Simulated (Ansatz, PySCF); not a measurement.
Process, species as SMILES: O=BF [fluoro(oxo)borane] → [B]=O + F atom (the B-F bond at the site shown breaks; other sites are not compared here)
Each molecule is optimised on its own at B3LYP-D3(BJ)/def2-TZVP (Ansatz, a program for electronic structure).

Property: bond dissociation energy (enthalpy at 298 K, with B3LYP-D3(BJ) rigid-rotor harmonic-oscillator terms from PySCF), in kcal/mol. Correlated levels leave the core frozen unless marked. UHF or UKS for open shells. Spin-orbit coupling is left out. No relativistic terms. Basis-set limits of correlation are two-point, X^-3; Hartree-Fock from the larger set.

```tsv
level	program	bond dissociation energy (kcal/mol)
revPBE-D4/def2-TZVPD	Ansatz + dftd4	(withheld)
PBE0/def2-SVP	Ansatz	(withheld)
PBE0-D3(BJ)/def2-TZVP	Ansatz + dftd3	(withheld)
PBE0-D4/def2-TZVPD	Ansatz + dftd4	158.3
r2SCAN0/def2-TZVPD	Ansatz	153.5
SCS-MP2/aug-cc-pVDZ	Ansatz	152.8
SCS-MP2/cc-pwCVTZ	Ansatz	163.0
CCSD/6-31G	Ansatz	(withheld)
CCSD/cc-pVDZ	Ansatz	144.5
CCSD(T)/CBS(aug-cc-pVTZ,aug-cc-pVQZ)	Ansatz	160.9
```

### Question
Fill in the missing entries.

### Answer

- revPBE-D4/def2-TZVPD, bond dissociation energy (kcal/mol): 157.1
- PBE0/def2-SVP, bond dissociation energy (kcal/mol): 159.6
- PBE0-D3(BJ)/def2-TZVP, bond dissociation energy (kcal/mol): 158.5
- CCSD/6-31G, bond dissociation energy (kcal/mol): 126.7
